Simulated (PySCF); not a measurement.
SiHBr3, SMILES Br[SiH](Br)Br.

Geometry: B3LYP-D3(BJ)/def2-SVP.

Two levels are set side by side: PBE/def2-TZVP (PySCF) and r2SCAN/def2-TZVP (PySCF). Same geometry, gas phase. Differences are taken from unrounded values.

| quantity | r2SCAN | PBE | PBE minus r2SCAN |
|---|---|---|---|
| orbital gap (eV) | 5.77 | 5.14 | -0.63 |
| highest occupied level (eV) | -7.67 | -7.32 | 0.35 |
| lowest empty level (eV) | -1.90 | -2.17 | -0.27 |
| dipole moment (D) | 0.68 | 0.62 | -0.06 |
| mean polarisability (bohr³) | 82.6 | 85.3 | 2.7 |

Rough cost on one machine, each run with all the roots and properties that it gave: r2SCAN against PBE about 3 times.
